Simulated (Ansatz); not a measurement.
Reaction (ligand exchange at the Al–N bond): `CC[N](C)[Al]([Cl])[Cl]` + H–F → `[F][Al]([Cl])[Cl]` + ethylmethylamine

Calculated with Ansatz (gas phase, PBE0-D4/def2-TZVP geometries, no zero-point term in ΔE). CBS: MP2 limit from def2 TZ/QZ plus the TZ coupled-cluster correction, frozen cores. This one scheme is used for every species. DFT in def2-TZVPP. B3LYP here is the variant with VWN-RPA as its local correlation; programs differ in this. Each species was taken in one conformer, which may not be the lowest.

`CC[N](C)[Al]([Cl])[Cl]`:

Z-matrix (Å, degrees):
```
C
C 1 1.520
H 1 1.093 2 110.3
H 1 1.093 2 110.6 3 -119.6
H 1 1.092 2 111.9 3 119.7
N 2 1.453 1 114.2 3 179.6
H 2 1.094 1 108.9 3 57.9
H 2 1.100 1 109.5 3 -58.0
Al 6 1.754 2 122.8 1 -109.3
C 6 1.448 2 114.1 1 70.9
Cl 9 2.086 6 120.3 2 0.1
Cl 9 2.086 6 120.6 2 -179.6
H 10 1.098 6 110.8 2 56.3
H 10 1.096 6 112.4 2 -64.2
H 10 1.092 6 110.6 2 175.8
```

H–F:

Z-matrix (Å, degrees):
```
F
H 1 0.920
```

`[F][Al]([Cl])[Cl]`:

```xyz
4

F    -0.967   -0.598    1.303
Al   -0.054   -0.034    0.073
Cl   -0.019   -1.065   -1.715
Cl    1.040    1.697    0.339
```

`CCNC`:

Cartesian coordinates in Å:
```
C -1.504 1.058 0.291
C -0.591 -0.009 -0.273
N 0.759 0.139 0.225
C 1.653 -0.896 -0.240
H -1.126 2.053 0.050
H -2.514 0.962 -0.111
H -1.573 0.979 1.381
H -0.555 0.075 -1.366
H -1.010 -1.010 -0.058
H 0.744 0.152 1.237
H 2.639 -0.768 0.212
H 1.305 -1.921 -0.024
H 1.774 -0.814 -1.324
```

CCSD(T)/CBS gives -80.4 kJ/mol.

**Question.** Another level gave -100.0 kJ/mol. Which?
A. SCS-MP2/def2-TZVPP
B. B3LYP/def2-TZVPP
C. r2SCAN/def2-TZVPP
D. PBE-D4/def2-TZVPP

**Answer.** B. B3LYP -100.0, SCS-MP2/def2-TZVPP -82.4, r2SCAN -90.6, PBE-D4 -78.0 kJ/mol.

Largest T1 diagnostic among the species: 0.010.

The D4 term adds +16.8 kJ/mol with B3LYP and +9.9 kJ/mol with PBE0; it sums over pairs of atoms, weighted by their polarisabilities, and B3LYP, whose exchange is more repulsive, gets the larger term. In def2-TZVPP, CCSD(T) changes the Hartree–Fock value by +31.0 kJ/mol (the triples alone add +5.1 kJ/mol) and MP2 by +35.0 kJ/mol.
